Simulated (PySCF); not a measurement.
A geometry optimisation on `[Cl][Ir-3]([Cl])([Cl])([Cl])([Cl])[Cl]` ([IrCl6]3-).

Computed with PBE0-D3(BJ)/def2-SVP geometry optimisation, gas phase, def2 core potentials past Kr (PySCF 2.14.0). Start geometry: GFN2-xTB. The input is one job of a driver script: a line of settings, then coordinates in Å.

Input:
```
{"job": {"xc": "PBE0", "basis": "def2-SVP", "d3": "d3bj", "grid": 1, "maxiter": 30, "shake": 0.03, "kind": "geom"}, "charge": -3, "multiplicity": 1}
Ir     0.062760    -0.077680     0.012130
Cl    -0.035840    -0.023040     2.361160
Cl    -0.042830     0.002340    -2.394590
Cl     2.468870     0.009690     0.008330
Cl    -2.375910    -0.017780    -0.051930
Cl    -0.021280     2.380250     0.003810
Cl     0.036100    -2.375800    -0.007450
```

Output:
```
step   0  E = -2863.81481322  max force = 0.037576
step   1  E = -2863.82059265  max force = 0.010918
step   2  E = -2863.82088634  max force = 0.002471
step   3  E = -2863.82121828  max force = 0.001141
step   4  E = -2863.82123502  max force = 0.000141
step   5  E = -2863.82123704  max force = 0.000067
optimisation converged
```

Energies in Eh; «max force» is the largest Cartesian gradient component in Eh/bohr.

Q: Give the first gradient maximum in eV/Å.

A: With 1 Eh/bohr = 51.422 eV/Å, 1.932 eV/Å.

Summary of the converged run: final energy -2863.82124 Eh after 5 steps.

Q: Where do the atoms end?

A: 0.065 Å rms from the input after alignment:
```
atom  x, y, z in Å
Ir1    0.0133   -0.0148   -0.0096
Cl2   -0.0028   -0.0258    2.4227
Cl3    0.0270   -0.0034   -2.4418
Cl4    2.4456    0.0081    0.0030
Cl5   -2.4189   -0.0367   -0.0246
Cl6   -0.0079    2.4175    0.0009
Cl7    0.0355   -2.4470   -0.0193
```

The ion is multiply charged and computed in the gas phase, without counter-ions or solvent; whether it holds all its electrons wasn't checked.

Q: How long does this job take on an Arm Neoverse V1 with one thread, no GPU (shared host)? And the peak memory of the process?

A: About 80 s, with 0.61 GiB resident at the peak, the Python interpreter and its libraries included.
Labels such as C1 count atoms from 1, the log's own numbers from 0.
